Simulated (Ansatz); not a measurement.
`FCBCl`, relaxed with RKS PBE0-D4/def2-TZVP in Ansatz from a PBE-D4/def2-SVP geometry. The force threshold is 0.005 eV/Å; the program also tests the step.

Total charge 0; spin multiplicity 1.

Start:

```xyz
7

F     0.898   -1.499    0.238
C     0.503   -0.325   -0.376
B    -0.612    0.499    0.353
Cl   -1.323   -0.022    1.860
H     1.388    0.347   -0.520
H     0.148   -0.540   -1.417
H    -1.002    1.540   -0.138
```

(1) By how much does the energy fall, and how many steps does the optimiser take? (Best estimate.)

(2) Which bonds change most? (Best estimate.)

(3) Give the relaxed structure. (Best estimate.)

## Answers

(1) Computed: 2.55 kJ/mol, in 4 steps.

(2) Ansatz gave: B3–H7 from 1.215 to 1.193 Å; C2–H5 from 1.121 to 1.101 Å; C2–H6 from 1.121 to 1.101 Å; B3–Cl4 from 1.746 to 1.731 Å.

(3) Computed: 
```xyz
7

F     0.888   -1.479    0.235
C     0.496   -0.310   -0.382
B    -0.611    0.504    0.349
Cl   -1.308   -0.027    1.842
H     1.381    0.331   -0.514
H     0.152   -0.547   -1.400
H    -0.997    1.527   -0.130
```
